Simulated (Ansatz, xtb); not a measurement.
# Two isomers of C5H4BNO

Structure X is `Bc1ncoc1C#C`, a singlet and structure Y is `Bc1cnc(C#C)o1`, a singlet. Both are isolated molecules in the gas phase, relaxed with B3LYP/def2-SVP; the shapes shown needn't be the lowest conformers.

X (Å):

```xyz
12

C    -0.4052   -0.5567    0.2378
C     0.9167   -0.9580   -1.4005
C    -1.1327   -0.4728   -0.9478
C    -2.4868   -0.1906   -1.2342
C    -3.6521    0.0528   -1.4716
B    -0.9092   -0.3507    1.6714
N     0.9141   -0.8733   -0.1181
O    -0.2917   -0.7277   -1.9849
H    -0.1504   -0.4586    2.5985
H    -2.0686   -0.0808    1.8568
H     1.7423   -1.1856   -2.0739
H    -4.6841    0.2686   -1.6787
```

Y (Å):

```xyz
12

C    -0.4698    0.0495    0.4972
C     0.3776    0.1284   -0.5989
C    -1.3462   -0.8924   -1.2600
C    -2.3343   -1.5873   -2.0075
C    -3.1762   -2.1802   -2.6473
B    -0.3605    0.5291    1.9340
N    -0.1783   -0.4622   -1.6902
O    -1.5884   -0.6238    0.0318
H     0.6442    1.1070    2.2619
H    -1.2501    0.3377    2.7207
H     1.3645    0.5902   -0.6321
H    -3.9204   -2.7056   -3.2175
```

Q: Which of the two would you expect CCSD(T)/def2-SVP + ΔMP2/def2-TZVPP electronic energies to favour?

A: Too close to call at this level: CCSD(T)/def2-SVP + ΔMP2/def2-TZVPP gives E(Y) − E(X) = −1.85 kcal/mol.

Level by level:

```
                             level        geometry  E(Y) − E(X) (kcal/mol)  departure from the last row (kcal/mol)  job, with rough time for the two
                          GFN2-xTB        GFN2-xTB                     −2.52                                   −0.67              optimisation, 0.11 s
                         HF/STO-3G        GFN2-xTB                     −1.74                                   +0.11               single point, 0.4 s
                r2SCAN-D4/def2-SVP        GFN2-xTB                     −2.89                                   −1.04               single point, 4.8 s
                    B3LYP/def2-SVP  B3LYP/def2-SVP                     −2.90                                   −1.06                optimisation, 46 s
                       HF/def2-SVP  B3LYP/def2-SVP                     −1.95                                   −0.10           part of the CCSD(T) run
                      MP2/def2-SVP  B3LYP/def2-SVP                     −1.60                                   +0.25           part of the CCSD(T) run
                  CCSD(T)/def2-SVP  B3LYP/def2-SVP                     −1.63                                   +0.22                      single point
CCSD(T)/def2-SVP + ΔMP2/def2-TZVPP  B3LYP/def2-SVP                     −1.85                                                        single point, 84 s
```

As drawn, both hold the same kinds of bond in the same numbers.

The largest departure from CCSD(T)/def2-SVP + ΔMP2/def2-TZVPP is that of B3LYP/def2-SVP, 1.06 kcal/mol. The last row adds to CCSD(T) the change of the MP2 difference between the two basis sets, here −0.22 kcal/mol.

With thermal terms from frequencies at re-optimised GFN2-xTB minima (ideal gas, soft modes damped towards free rotors, one conformer each, 298.15 K, 1 atm): on the last row, ΔE + ΔZPE = −1.71, ΔH = −1.75, ΔG = −1.68 kcal/mol.

The correlated steps freeze 8 core orbitals. Programs: Ansatz 0.2.0, xtb 6.7.1; the last row on 2 threads of Arm Neoverse V2 on a shared host.
